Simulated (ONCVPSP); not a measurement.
# Transferability test, ONCV potential for C

| Property | Result |
| --- | --- |
| Element | carbon (C) |
| Generator | ONCVPSP 4.0.1 |
| Type | optimised norm-conserving Vanderbilt (ONCV) |
| Functional | PBE |
| Relativity | scalar-relativistic |
| Frozen core | [He] |
| Valence charge | 4 |
| Reference configuration | 2s1.75 2p2.25 |
| Partial waves | 2s: rc 1.20 bohr, ncon 4, nbas 8, qcut 7 1/bohr, 1 projector; 2p: rc 1.75 bohr, ncon 4, nbas 7, qcut 8.3 1/bohr, 1 projector; d scattering state at 0.11 Ha: rc 1.35 bohr, ncon 4, nbas 8, qcut 8.4 1/bohr, 2 projectors, debl 2.3 Ha |
| Local potential | polynomial inside 1.00 bohr (lpopt 3, dvloc0 0 Ha) |
| Core correction | Teter function, fcfact 6, rcfact 1.35 |

Energies are relative to the spin-unpolarised reference configuration 2s1.75 2p2.25; without spin polarisation the order of configurations can differ from experiment.

(1) Give the all-electron excitation energy and the error of the potential for: 2s2 2p2; 2s2 2p1; 2s2 2p0; 2s1 2p0.

## Answers

(1)

| valence configuration | charge | ΔE all-electron (eV) | error AE − PS (meV) |
| --- | --- | --- | --- |
| 2s2 2p2 | 0 | -2.117 | +0.3 |
| 2s2 2p1 | +1 | 8.744 | +20 |
| 2s2 2p0 | +2 | 32.900 | +186 |
| 2s1 2p0 | +3 | 81.094 | +446 |
